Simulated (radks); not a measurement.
Spherical quantum dot in the effective-mass picture: electrons in a hard-walled sphere of radius 2.5, with a point charge +1 (a donor) at the centre, all in effective atomic units (hartree* = m*/eps^2 hartree, bohr* = eps/m* bohr), one dielectric constant everywhere. Method: non-relativistic Kohn-Sham, PBEsol, spin-polarised, spherical densities; computed with a radial shooting solver with Libxc functionals. Levels are named by radial order and angular momentum (1s, 1p, 1d, 2s, ...), and open shells are averaged over m. Results are scaled to m* = 0.031 and eps = 9, for which hartree* = 10.41 meV and bohr* = 15.36 nm.

N = 17, configuration 1s2 1p6 1d(up 5, down 4). This is the lowest configuration that the search found. Occupied and some empty levels:

level,occupation,eigenvalue (meV),<r> (nm)
1s up,1,94.374,21.90
1s down,1,94.567,21.83
1p up,3,100.87,25.06
1p down,3,101.11,25.04
1d up,5,109.70,26.54
1d down,4,109.95,26.53
2s up,0,115.12,16.98
2s down,0,115.20,17.01
1f up,0,121.04,27.58
1f down,0,121.29,27.58
2p up,0,134.80,19.80
2p down,0,134.93,19.79

Energy (meV): total 990.721, kinetic 387.66, external -115.79, Hartree 824.89, exchange-correlation -106.04.
